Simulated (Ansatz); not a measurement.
Species: CH$_{3}$Br$_{3}$OSn, SMILES `C[O][Sn]([Br])([Br])[Br]` (C–O–Sn–Br torsion 61°) (charge 0, multiplicity 1).

Question: Give a relaxed geometry from CAM-B3LYP-D3(BJ)/def2-SVP (Ansatz, a quantum-chemistry and plane-wave program).

Answer: Several could match; the one computed here: the end point of this relaxation, one of several conformers (outside a Z-matrix the atoms follow the SMILES, hydrogens last).
Z-matrix (Å, degrees):
```
O
C 1 1.4107
H 2 1.1004 1 107.58
H 2 1.1045 3 107.96 1 121.47
H 2 1.1045 3 107.97 4 117.06
Sn 1 1.9547 2 121.52 3 179.52
Br 6 2.4526 1 106.46 2 -179.07
Br 6 2.4696 1 109.39 2 60.58
Br 6 2.4697 1 109.28 2 -58.73
```
